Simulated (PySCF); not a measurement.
# Ionisation energy of V by level of theory

V [Ar] 3d3 4s2 (4F) → V⁺ [Ar] 3d4 (5D), as a difference of total energies. All numbers are calculated (PySCF 2.14, the non-relativistic Hamiltonian (point nucleus), in pcseg-2). Correlated levels: valence: [Ar] frozen. The calculations carry no spin-orbit coupling.

```
           method  ionisation energy (eV)  difference from reference (eV)
              UHF                   5.991                          -0.741
             TPSS                   6.039                          -0.693
             MN15                   5.850                          -0.882
    MP2 (valence)                   6.305                          -0.427
SCS-MP2 (valence)                   6.798                          +0.066
```

Reference: 6.732 eV (measured; NIST levels, between the centres of gravity of the two terms).

These non-relativistic numbers lack the scalar-relativistic shift.

Errors of the correlated levels include the incompleteness of this basis and the frozen core.
